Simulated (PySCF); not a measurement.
One formula, C7H13BO2, several structures.

PySCF, CAM-B3LYP/def2-SVPD, density fitting, gas phase; each molecule at its own PBE0-D3(BJ)/def2-SVP geometry, one conformer. Singlet excitations by full TDDFT with frozen cores, triplets by Tamm–Dancoff TDDFT and ionisation energies by ΔSCF, from the lowest of the holes tried. 

Torsions of the conformers computed, which needn't be the lowest (atom-mapped SMILES):
- `[CH3:1][C@@H:2]1[CH2:3][C:4]2([CH2:5][CH2:6]2)[C@H:7]1[B:8]([OH:9])[OH:10]`: C4–C7–B8–O9 -67°, H–O9–B8–C7 -3°, H–O10–B8–C7 -178°
- `[CH3:1][C@@H:2]1[CH2:3][C:4]2([CH2:5][CH2:6]2)[C@@H:7]1[B:8]([OH:9])[OH:10]`: C4–C7–B8–O9 15°, H–O9–B8–C7 179°, H–O10–B8–C7 1°

The conformers of `C=C[C@@H]1CC[C@@H](B(O)O)C1`, `OB(O)[C@@H]1CC[C@H]2C[C@@H]1C2`, `C=C(C)CB(O)OC1CC1`, `OB(O)[C@H]1[C@@H]2CCCC[C@@H]21` and `C=C[C@@H]1CC[C@H](B(O)O)C1` aren't listed.

Reference: `C=C[C@@H]1CC[C@@H](B(O)O)C1`, with HOMO energy -8.67 eV, LUMO energy 0.60 eV, lowest singlet excitation 7.10 eV, lowest triplet excitation 4.37 eV, mean polarisability 101.6 au and vertical ionisation energy 9.43 eV.

Changes against it:

```json
{"molecule": "C=C(C)CB(O)OC1CC1", "Δ electronic energy (kcal/mol)": "+25.9", "Δ HOMO energy (eV)": "+0.48", "Δ LUMO energy (eV)": "+0.26", "Δ lowest singlet excitation (eV)": "-0.60", "Δ lowest triplet excitation (eV)": "-0.16", "Δ mean polarisability (au)": "+0.4", "Δ vertical ionisation energy (eV)": "-0.54"}
{"molecule": "OB(O)[C@H]1[C@@H]2CCCC[C@@H]21", "Δ electronic energy (kcal/mol)": "-6.8", "Δ HOMO energy (eV)": "-0.21", "Δ LUMO energy (eV)": "+0.04", "Δ lowest singlet excitation (eV)": "+0.07", "Δ lowest triplet excitation (eV)": "+2.72", "Δ mean polarisability (au)": "-4.3", "Δ vertical ionisation energy (eV)": "+0.08"}
{"molecule": "C=C[C@@H]1CC[C@H](B(O)O)C1", "Δ electronic energy (kcal/mol)": "+1.5", "Δ HOMO energy (eV)": "+0.23", "Δ LUMO energy (eV)": "-0.40", "Δ lowest singlet excitation (eV)": "-0.01", "Δ lowest triplet excitation (eV)": "0.00", "Δ mean polarisability (au)": "+2.0", "Δ vertical ionisation energy (eV)": "-0.25"}
{"molecule": "C[C@@H]1CC2(CC2)[C@@H]1B(O)O", "Δ electronic energy (kcal/mol)": "+20.4", "Δ HOMO energy (eV)": "-0.07", "Δ LUMO energy (eV)": "+0.03", "Δ lowest singlet excitation (eV)": "-0.01", "Δ lowest triplet excitation (eV)": "+2.60", "Δ mean polarisability (au)": "-3.8", "Δ vertical ionisation energy (eV)": "-0.06"}
```

Rows whose labels were lost:

```json
{"row": "P", "Δ electronic energy (kcal/mol)": "+18.9", "Δ HOMO energy (eV)": "-0.23", "Δ LUMO energy (eV)": "+0.06", "Δ lowest singlet excitation (eV)": "-0.07", "Δ lowest triplet excitation (eV)": "+2.55", "Δ mean polarisability (au)": "-3.1", "Δ vertical ionisation energy (eV)": "+0.09"}
{"row": "Q", "Δ electronic energy (kcal/mol)": "+1.8", "Δ HOMO energy (eV)": "-0.64", "Δ LUMO energy (eV)": "+0.09", "Δ lowest singlet excitation (eV)": "+0.33", "Δ lowest triplet excitation (eV)": "+2.84", "Δ mean polarisability (au)": "-6.7", "Δ vertical ionisation energy (eV)": "+0.54"}
```

Which row belongs to which of `OB(O)[C@@H]1CC[C@H]2C[C@@H]1C2` and `C[C@@H]1CC2(CC2)[C@H]1B(O)O`?

P = `C[C@@H]1CC2(CC2)[C@H]1B(O)O` and Q = `OB(O)[C@@H]1CC[C@H]2C[C@@H]1C2`. P and Q are told apart most clearly by the electronic energy (+18.9 against +1.8 kcal/mol); P comes close to the labelled row of `C[C@@H]1CC2(CC2)[C@@H]1B(O)O` in every column.

Which row has the smallest HOMO–LUMO gap and which the largest, and does the HOMO or the LUMO shift more there?

Smallest, counted from the reference: `C=C[C@@H]1CC[C@H](B(O)O)C1`, -0.63 eV (HOMO +0.23, LUMO -0.40), the larger shift being that of the LUMO. Largest: Q, +0.73 eV (HOMO -0.64, LUMO +0.09), the larger shift being that of the HOMO.
